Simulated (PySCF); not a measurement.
(HAlO)3 ring, Al3H3O3.
Bonds: Al1–O3, Al1–O9, O3–Al4, Al4–O6, O6–Al7, Al7–O9. Hydrogens: H2 on Al1; H5 on Al4; H8 on Al7.

The calculation used PBE0-D3(BJ)/def2-SVP geometry optimisation, gas phase in PySCF.

Some entries are withheld. Bonds in one row agree within 0.01 Å.

```tsv
coordinate	value
Al1–H2, Al4–H5, Al7–H8	1.570 Å
Al1–O3 and 5 like bonds	?
O3–Al1–O9	?
Al1–O3–Al4	?
```

Task: Estimate the withheld lengths and angles.

Result: 
- Al1–O3 and 5 like bonds = 1.715 Å (ends: aluminium bonded to 2 O and H; oxygen bonded to 2 Al); 0.15 Å below the sum of covalent radii, 1.87 Å.
- O3–Al1–O9 = 113.8°, at the aluminium bonded to 2 O and H; the outer atoms are 2.874 Å apart.
- Al1–O3–Al4 = 126.1°, at the oxygen bonded to 2 Al; the outer atoms are 3.058 Å apart.

Radii are Cordero's.

No frequency check. One conformer, not necessarily the lowest (O9–Al1–O3–Al4 0°, O3–Al1–O9–Al7 1°, Al1–O3–Al4–O6 -1°, O3–Al4–O6–Al7 1°, Al4–O6–Al7–O9 0°).

Time: 34 s of wall time; peak memory 0.43 GiB. Hardware: Arm Neoverse V1, one thread, no GPU, shared host with 64 logical CPUs at a one-minute load of 28. This is the geometry optimisation.
